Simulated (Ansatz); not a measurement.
`C[CH2][Cd][NH2]` + `C[SiH](F)S` → `C[CH2][Cd][CH3]` + `N[SiH](F)S`  (redistribution)

Isolated molecules relaxed with PBE0-D4/def2-TZVP in Ansatz; ΔE leaves out vibrations. CBS: MP2 limit from def2 TZ/QZ plus the TZ coupled-cluster correction, frozen cores. Functionals use def2-TZVPP. Elements past krypton have def2 core potentials. For Cd outer-core shells are correlated without core-valence functions, which leaves a few kJ/mol of doubt a bond. One conformer a species, not always the lowest.

```
  level  ΔE (kJ/mol)
r2SCAN0        -50.9
LC-ωPBE        -48.4
```

(1) What does CCSD(T)/CBS give? (Best estimate.)

Largest T1 diagnostic among the species: 0.013.

## Answers

(1) Computed: -47.9 kJ/mol. The listed levels differ from it by -3.0, -0.5 kJ/mol.

From r2SCAN to r2SCAN0 (25 % exact exchange), in def2-TZVPP and without D4, ΔE moves by −4.3 kJ/mol. At CCSD(T), def2-SVP lies +3.3 kJ/mol from the extrapolated value and def2-TZVPP −1.6 kJ/mol.
